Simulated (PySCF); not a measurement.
C3H3F3. Atoms are numbered in the order given.

```xyz
9

F      1.6901    -0.0703    -0.8928
C      0.9574     0.2200     0.2105
C     -0.1002     1.3133     0.0835
C     -0.4848    -0.1177     0.1923
F     -0.9883    -0.7396    -0.8819
F     -1.0671    -0.5627     1.3202
H      1.5179     0.1268     1.1487
H     -0.2648     1.9779     0.9364
H     -0.1995     1.7556    -0.9126
```
Charge 0, spin multiplicity 1.

Geometry optimised at r2SCAN-D4/def2-SVP. The structure was generated by enumeration; whether it is a known compound was not checked.

Method: PySCF 2.14.0 with r2SCAN-D4/def2-SVP.

Harmonic, unscaled wavenumbers; measured fundamentals usually lie a few per cent lower.

```
mode  ν (cm⁻¹)  IR (km/mol)  Raman (Å⁴/amu)  depolarisation  moving atoms (share of kinetic energy)
----  --------  -----------  --------------  --------------  --------------------------------------
1          188          2.9             0.1            0.73                                  F 90 %
2          248          3.0             0.3            0.73                  F 65 %, C 23 %, H 12 %
3          385          1.6             1.2            0.65                  F 67 %, C 20 %, H 13 %
4          450          2.5             1.4            0.69                  H 43 %, C 29 %, F 28 %
5          485         10.3             1.9            0.72                          F 62 %, C 31 %
6          613          7.2             1.9            0.66                  C 54 %, F 28 %, H 18 %
7          742         23.9             6.4            0.70                  F 42 %, C 35 %, H 23 %
8          840         15.7             6.7            0.13                  H 40 %, F 31 %, C 29 %
9          884          9.3             5.3            0.55                  H 57 %, C 25 %, F 17 %
10         997         13.3             1.0            0.74                          H 73 %, C 23 %
11        1005         41.2             5.1            0.56                          C 51 %, H 41 %
12        1058         64.3            10.9            0.18                   C 73 %, H 18 %, F 8 %
13        1115         16.7             3.6            0.74                          C 51 %, H 48 %
14        1191         74.4             3.0            0.70                  C 42 %, H 33 %, F 25 %
15        1276        186.0             1.8            0.53                  C 60 %, H 27 %, F 13 %
16        1333         90.5             4.7            0.59                   C 49 %, H 42 %, F 9 %
17        1368          1.5             6.4            0.65                          H 80 %, C 18 %
18        1524        123.8             3.8            0.09                          C 81 %, H 14 %
19        3136          0.8           103.3            0.10                                  H 95 %
20        3161          8.4           107.1            0.24                           H 92 %, C 8 %
21        3252          1.4            56.4            0.75                          H 89 %, C 11 %
```
